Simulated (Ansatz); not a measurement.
This singlet lies 0.37 eV below the relaxed triplet at the level frozen-core CCSD(T)/cc-pVTZ // PBE0-D3(BJ)/def2-TZVP (Ansatz, an electronic-structure program).

Calculation: PBE0-D3(BJ)/def2-TZVP (Ansatz). No frequencies were computed at this level.

Ansatz 0.2 input:
```yaml
crystal:
  periodic: [false, false, false]
  atoms:
    - { symbol: B, position_ang: [-0.642595, 0.028649, 0.007619] }
    - { symbol: C, position_ang: [0.73537, -0.032703, -0.00934] }
    - { symbol: Cl, position_ang: [2.35571, -0.104728, -0.028358] }
    - { symbol: H, position_ang: [-1.270104, -0.948758, -0.099497] }
    - { symbol: H, position_ang: [-1.178382, 1.05754, 0.129576] }
basis:
  gaussian: { orbitals: def2-tzvp }
hamiltonian:
  xc: pbe0
  dispersion: d3bj
relax:
  max_steps: 150
```

Output:

```
Functional definition: PBE0
705 factors; their error is unknown
mean field evaluation 1: about -14252.3467 eV, gradient 5.0e1 eV
mean field evaluation 2: about -14244.1276 eV, gradient 7.3e1 eV
mean field evaluation 4: about -14259.6390 eV, gradient 2.5e0 eV
mean field evaluation 8: about -14259.6915 eV, gradient 1.6e-1 eV
mean field -14259.69154553 eV, -524.0339987321 hartree, gradient 2.1e-5 eV, S^2 0.000000; 0 other end points of the search recorded, 0 dependent functions left out
reference -14259.69157332 eV, -524.0339997536 hartree; 15, 15 occupied and 96, 96 virtual orbitals, 705 factors
relax step   1: F+E_penalty+E_count = -14259.75681835 eV  Δ(F+E_penalty+E_count) = +0.000e0 eV  max|allowed force component| = 7.617e-1 eV/Å  Δτ_max = 0.0000 Å  (27 SCF iters, accepted)
these checks for a lower state are left out or cut short: starts, cluster_reference, orbital_swaps, neighbouring_geometries, increment
705 factors; their error is unknown
mean field evaluation 16: about -14259.6803 eV, gradient 1.3e0 eV
mean field -14259.72204591 eV, -524.0351196004 hartree, gradient 1.2e-5 eV, S^2 0.000000; 0 other end points of the search recorded, 0 dependent functions left out
reference -14259.72207368 eV, -524.0351206210 hartree; 15, 15 occupied and 96, 96 virtual orbitals, 705 factors
relax step   2: F+E_penalty+E_count = -14259.78738811 eV  Δ(F+E_penalty+E_count) = -3.057e-2 eV  max|allowed force component| = 4.659e-1 eV/Å  Δτ_max = 0.0265 Å  (33 SCF iters, accepted)
these checks for a lower state are left out or cut short: starts, cluster_reference, orbital_swaps, neighbouring_geometries, increment
705 factors; their error is unknown
mean field -14259.72810504 eV, -524.0353422692 hartree, gradient 1.2e-5 eV, S^2 0.000000; 0 other end points of the search recorded, 0 dependent functions left out
reference -14259.72813276 eV, -524.0353432880 hartree; 15, 15 occupied and 96, 96 virtual orbitals, 705 factors
relax step   3: F+E_penalty+E_count = -14259.79358914 eV  Δ(F+E_penalty+E_count) = -6.201e-3 eV  max|allowed force component| = 7.180e-2 eV/Å  Δτ_max = 0.0183 Å  (32 SCF iters, accepted)
these checks for a lower state are left out or cut short: starts, cluster_reference, orbital_swaps, neighbouring_geometries, increment
705 factors; their error is unknown
mean field evaluation 32: about -14259.7279 eV, gradient 1.6e-1 eV
mean field -14259.72798160 eV, -524.0353377329 hartree, gradient 1.2e-5 eV, S^2 0.000000; 0 other end points of the search recorded, 0 dependent functions left out
reference -14259.72800932 eV, -524.0353387518 hartree; 15, 15 occupied and 96, 96 virtual orbitals, 705 factors
relax step   4: F+E_penalty+E_count = -14259.79343234 eV  Δ(F+E_penalty+E_count) = +1.568e-4 eV  max|allowed force component| = 1.139e-1 eV/Å  Δτ_max = 0.0023 Å  (32 SCF iters, rejected (line search))
these checks for a lower state are left out or cut short: starts, cluster_reference, orbital_swaps, neighbouring_geometries, increment
705 factors; their error is unknown
mean field -14259.72817458 eV, -524.0353448250 hartree, gradient 1.3e-5 eV, S^2 0.000000; 0 other end points of the search recorded, 0 dependent functions left out
reference -14259.72820230 eV, -524.0353458437 hartree; 15, 15 occupied and 96, 96 virtual orbitals, 705 factors
relax step   5: F+E_penalty+E_count = -14259.79366089 eV  Δ(F+E_penalty+E_count) = -7.175e-5 eV  max|allowed force component| = 1.877e-2 eV/Å  Δτ_max = 0.0011 Å  (24 SCF iters, accepted)
these checks for a lower state are left out or cut short: starts, cluster_reference, orbital_swaps, neighbouring_geometries, increment
705 factors; their error is unknown
mean field -14259.72820997 eV, -524.0353461254 hartree, gradient 1.5e-5 eV, S^2 0.000000; 0 other end points of the search recorded, 0 dependent functions left out
reference -14259.72823769 eV, -524.0353471440 hartree; 15, 15 occupied and 96, 96 virtual orbitals, 705 factors
relax step   6: F+E_penalty+E_count = -14259.79371433 eV  Δ(F+E_penalty+E_count) = -5.343e-5 eV  max|allowed force component| = 7.391e-4 eV/Å  Δτ_max = 0.0025 Å  (25 SCF iters, accepted)
705 factors; their error is unknown
mean field evaluation 64: about -14259.7282 eV, gradient 3.3e-5 eV
mean field -14259.72820997 eV, -524.0353461254 hartree, gradient 1.7e-5 eV, S^2 0.000000; 1 other end points of the search recorded, 0 dependent functions left out
reference -14259.72823769 eV, -524.0353471440 hartree; 15, 15 occupied and 96, 96 virtual orbitals, 705 factors
Total energy: -14259.79374204 eV, -524.0377543847 hartree
Atom 0 at    -0.645517     0.028738     0.007830 Å, force    -0.000155     0.000674     0.000201 eV/Å
Atom 1 at     0.734547    -0.032556    -0.008981 Å, force    -0.000739    -0.000395     0.000038 eV/Å
Atom 2 at     2.333706    -0.103813    -0.028322 Å, force     0.000015     0.000172    -0.000043 eV/Å
Atom 3 at    -1.259238    -0.993638    -0.104859 Å, force     0.000365    -0.000206    -0.000096 eV/Å
Atom 4 at    -1.163498     1.101269     0.134332 Å, force     0.000514    -0.000245    -0.000101 eV/Å
Dipole moment:     0.358609    -0.015969    -0.004328 e Å
```

Cost: about 11 core-seconds (a rough figure).
